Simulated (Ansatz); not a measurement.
Gas-phase electronic energies from Ansatz, PBE0-D4/def2-TZVP geometries. CCSD(T)/CBS adds triple-zeta CCSD(T) − MP2 to the extrapolated MP2 energy (def2 sets, frozen cores). This one scheme is used for every species. Functionals use def2-TZVPP. B3LYP here is the variant with VWN-RPA as its local correlation; programs differ in this. One conformer a species, not always the lowest.

`SC1=C[SiH2]1` + HCl → `ClC1=C[SiH2]1` + H₂S  (substitution at a C–S bond)

| level | ΔE (eV) |
| --- | --- |
| LDA (SPW92) | 0.35 |
| B3LYP-D4 | 0.33 |
| BHLYP-D4 | 0.34 |
| r2SCAN0 | 0.35 |
| CAM-B3LYP | 0.30 |
| HF/def2-SVP | 0.31 |
| CCSD(T)/def2-TZVPP | 0.33 |
| HF/CBS(def2) | 0.29 |

Problem. What does CCSD(T)/CBS give? (Best estimate.)

Solution. Computed: +0.33 eV. The listed levels differ from it by 0.02, 0.00, 0.01, 0.02, -0.03, -0.02, 0.00, -0.04 eV.

Largest T1 diagnostic among the species: 0.014.

Leaving LDA and LC-ωPBE aside and taking each functional with its dispersion term where it has one, the values, not all of them listed here, spread over 0.04 eV, from ωB97X-V to r2SCAN0-D4. In def2-TZVPP, CCSD(T) changes the Hartree–Fock value by +0.04 eV (the triples alone add +0.01 eV) and MP2 by +0.07 eV.
